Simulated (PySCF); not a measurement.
B3LYP has the VWN-RPA correlation part, as in Gaussian. 

Cartesian coordinates (Å):
SMILES: [C]1=CC1
```xyz
6

C      0.2443     0.9367    -0.6772
C      0.9415     0.0765    -0.0508
C     -0.6644    -0.0164     0.0086
H      1.7900    -0.4509     0.3352
H     -1.1512    -0.8107    -0.5507
H     -1.1585     0.2649     0.9346
```
Charge 0, spin multiplicity 2.

Q: What total energy, dipole moment and highest occupied spin orbital does B3LYP-D3(BJ)/def2-TZVP (PySCF 2.14.0) give?

A: 
The total energy is -115.9886 Ha. The dipole moment is 1.72 D. The highest occupied spin orbital is -6.73 eV.
